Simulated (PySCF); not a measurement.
## Krypton: a sound run and one with changed settings

Sound run: Kr [Kr], Kr⁺ [Ar] 3d10 4s2 4p5. Computed with PySCF 2.14 in cc-pVDZ-DK (5s4p2d, 27 functions), with the spin-free X2C one-electron Hamiltonian (Gaussian nucleus). In the sound run the correlated levels freeze [Ar] 3d10. The sound run starts from symmetry-adapted Hartree-Fock orbitals and uses a fine grid where one is needed.

Changed run: initial guess atom, at most 50 SCF cycles.

```csv
species,method,sound run (hartree),changed run (hartree),converged
Kr,UHF,-2788.05276,-2788.05276,yes
Kr,PBE0,-2789.60585,-2789.60585,yes
Kr,CCSD(T),-2788.18102,-2788.18102,yes
Kr⁺,BP86,-2789.73000,-2789.73000,yes
Kr⁺,MP2,-2787.66295,-2787.66295,yes
```

Here the plain start reaches the same solutions.
